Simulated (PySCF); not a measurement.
# Radial density of Br⁺ (bromine, charge +1)

B3LYP, [Ar] 3d10 4s2 4p4, high-spin 3P determinant. All numbers are calculated (PySCF 2.14, the non-relativistic Hamiltonian (point nucleus), in pcseg-2 (6s5p3d1f, 43 functions)).

| r (bohr) | 4πr²ρ (e/bohr) | 4πr²(ρα − ρβ) |
| --- | --- | --- |
| 0.000838 | 0.2464 | 0.0000 |
| 0.00141 | 0.6702 | 0.0000 |
| 0.00237 | 1.772 | 0.0000 |
| 0.00399 | 4.479 | 0.0000 |
| 0.00671 | 10.47 | -0.0001 |
| 0.0113 | 21.53 | 0.0002 |
| 0.0190 | 35.81 | 0.0024 |
| 0.0319 | 42.81 | 0.0135 |
| 0.0537 | 36.50 | 0.0499 |
| 0.0904 | 41.28 | 0.0996 |
| 0.152 | 50.12 | 0.0402 |
| 0.256 | 29.63 | 0.0334 |
| 0.430 | 34.75 | 0.2407 |
| 0.723 | 18.76 | -0.0019 |
| 1.22 | 5.153 | 0.9028 |
| 2.05 | 2.945 | 1.0323 |
| 3.44 | 0.3691 | 0.1405 |
| 5.79 | 0.006324 | 0.0021 |
